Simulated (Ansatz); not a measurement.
Two isomers of C3H7AlSi: A = `[AlH2][C]1=C[SiH2]C1`, B = `[AlH2]/[CH]=C1/C[SiH2]1`.

Gas-phase electronic energies from Ansatz, PBE0-D4/def2-TZVP geometries. CCSD(T)/CBS is the MP2 limit (def2-TZVPP, def2-QZVPP) plus CCSD(T) − MP2 in def2-TZVPP, frozen cores. DFT in def2-TZVPP. B3LYP here is the variant with VWN-RPA as its local correlation; programs differ in this.

(1) Which is lower in electronic energy at CCSD(T)/CBS, and by how much? (An estimate is asked.)

(2) Give E(B) − E(A) in kcal/mol with PBE-D4, ωB97M-V, B3LYP-D4, CCSD/def2-TZVPP, B2PLYP, r2SCAN-D4, HF/def2-TZVPP. (Estimate.)

Largest T1 diagnostic: 0.013.

Results:

(1) The calculation gave: A, by 21.2 kcal/mol.

(2) Computed: PBE-D4 17.8, ωB97M-V 20.6, B3LYP-D4 18.9, CCSD/def2-TZVPP 21.5, B2PLYP 19.8, r2SCAN-D4 18.1, HF/def2-TZVPP 23.4. None reverses the order clearly.

From PBE to PBE0 (25 % exact exchange), in def2-TZVPP and without D4, E(B) − E(A) moves by +2.1 kcal/mol. In def2-TZVPP, CCSD(T) changes the Hartree–Fock value by −2.3 kcal/mol (the triples alone add −0.5 kcal/mol) and MP2 by −1.8 kcal/mol.
